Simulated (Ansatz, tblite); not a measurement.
Cost and result up the ladder for the cluster CsF₂⁻ (3 atoms). Charge -1, multiplicity 1. Geometry: PBE0-D4/def2-TZVPD.

```tsv
atom	x (Å)	y (Å)	z (Å)
Cs1	0.441	0.092	-0.280
F2	-1.584	1.039	-1.654
F3	1.143	-1.131	1.933
```

Ansatz on 4 threads of Intel Xeon on a shared host; xTB runs through tblite on one thread. Times are rough, summed over both states, and most runs start from the orbitals of an earlier one. CCSD(T)/def2-TZVPPD serves as the yardstick here, not as an exact answer. The other state is a doublet.

In the def2 sets Cs takes a core potential; there is no spin–orbit coupling. The xTB rows come from tblite. Correlated methods freeze 2 core orbitals; core or outer-core shells of Cs are correlated, in sets that lack core-valence functions. The structure comes from a short search, and lower isomers may exist.

Raw xTB energies of ions are shifted by several eV.

```csv
level,functions,vertical IE (eV),difference from CCSD(T)/def2-TZVPPD (eV)
CCSD(T)/def2-TZVPPD,119,5.09,0.00
PBE-D4/def2-TZVPD,112,3.65,-1.44
GFN1-xTB,12,8.85,3.76
r2SCAN-D4/def2-TZVPD (with forces),112,3.70,-1.40
GFN2-xTB,12,7.97,2.87
PBE0-D4/def2-TZVPD,112,4.12,-0.98
```

Problem. Estimate how long each takes.

Solution. GFN1-xTB 0.012 s; GFN2-xTB 0.019 s; PBE-D4/def2-TZVPD 8.7 s; r2SCAN-D4/def2-TZVPD (with forces) 12 s; PBE0-D4/def2-TZVPD 21 s; CCSD(T)/def2-TZVPPD 62 s. On shared hardware such times vary by a factor of up to 3.
